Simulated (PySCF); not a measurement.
Compound: 2-tert-butyloxirane, C₆H₁₂O.
Structure used (GFN2-xTB), in Å, numbered top down from 1:
```xyz
19
C6H12O angstrom
C     -0.2750   -0.9107   -1.2008
C     -0.3760    0.0504   -0.0151
C     -1.2703    1.2344   -0.3985
C     -0.9573   -0.6726    1.2027
C      0.9898    0.6088    0.3688
C      2.2495   -0.1244    0.2344
O      1.9150    0.9233   -0.6299
H      0.1969   -1.8463   -0.9094
H      0.3050   -0.4563   -2.0007
H     -1.2687   -1.1381   -1.5793
H     -0.8450    1.7588   -1.2507
H     -1.3576    1.9357    0.4288
H     -2.2669    0.8876   -0.6611
H     -1.9391   -1.0739    0.9643
H     -0.3106   -1.4929    1.5063
H     -1.0596    0.0115    2.0424
H      0.9395    1.3460    1.1711
H      2.2610   -1.1128   -0.2066
H      3.0597    0.0806    0.9260
```

PySCF closed-shell single points with density fitting, gas phase. The input was altered on purpose; the results of an altered input aren't properties of the species above.

Task: What comes out at PW91/pcseg-1 with: at most 97 cycles, bond C1–C2 scaled by 1.3?

Result: E = -310.7293 Eh; HOMO -5.17 eV, LUMO -0.30 eV (gap 4.87 eV), in 12 cycles. The distance C1···C2 goes from 1.530 to 1.988 Å, the nuclear repulsion from 331.96 to 331.09 Eh. Only C2 was moved, along that bond; its nearest neighbour is now C5 at 1.422 Å. With bonds stretched this far the closed-shell solution need not be the lowest.

Coordinates of the altered input:
```
atom  x, y, z in Å
C1    -0.2750   -0.9107   -1.2008
C2    -0.4063    0.3387    0.3406
C3    -1.2703    1.2344   -0.3985
C4    -0.9573   -0.6726    1.2027
C5     0.9898    0.6088    0.3688
C6     2.2495   -0.1244    0.2344
O7     1.9150    0.9233   -0.6299
H8     0.1969   -1.8463   -0.9094
H9     0.3050   -0.4563   -2.0007
H10   -1.2687   -1.1381   -1.5793
H11   -0.8450    1.7588   -1.2507
H12   -1.3576    1.9357    0.4288
H13   -2.2669    0.8876   -0.6611
H14   -1.9391   -1.0739    0.9643
H15   -0.3106   -1.4929    1.5063
H16   -1.0596    0.0115    2.0424
H17    0.9395    1.3460    1.1711
H18    2.2610   -1.1128   -0.2066
H19    3.0597    0.0806    0.9260
```

The SCF part of the output:
```
final grid: 142920 points
cycle   1  E = -310.5876168565  dE =  8.270e-01  |g| = 7.497e-01  |ddm| = 4.287e+00
cycle   2  E = -310.1613638663  dE =  4.263e-01  |g| = 1.522e+00  |ddm| = 2.924e+00
cycle   3  E = -310.7067378846  dE = -5.454e-01  |g| = 2.914e-01  |ddm| = 2.299e+00
cycle   4  E = -310.7271820684  dE = -2.044e-02  |g| = 8.744e-02  |ddm| = 4.340e-01
cycle   5  E = -310.7287395568  dE = -1.557e-03  |g| = 4.707e-02  |ddm| = 1.537e-01
cycle   6  E = -310.7292308070  dE = -4.913e-04  |g| = 1.446e-02  |ddm| = 6.058e-02
cycle   7  E = -310.7292791046  dE = -4.830e-05  |g| = 3.865e-03  |ddm| = 2.558e-02
cycle   8  E = -310.7292827418  dE = -3.637e-06  |g| = 9.056e-04  |ddm| = 5.588e-03
cycle   9  E = -310.7292829424  dE = -2.006e-07  |g| = 2.090e-04  |ddm| = 1.285e-03
cycle  10  E = -310.7292829521  dE = -9.764e-09  |g| = 7.238e-05  |ddm| = 3.173e-04
cycle  11  E = -310.7292829530  dE = -8.750e-10  |g| = 3.982e-05  |ddm| = 1.253e-04
cycle  12  E = -310.7292829534  dE = -3.939e-10  |g| = 2.620e-06  |ddm| = 5.395e-05
converged SCF energy = -310.7292829534
```
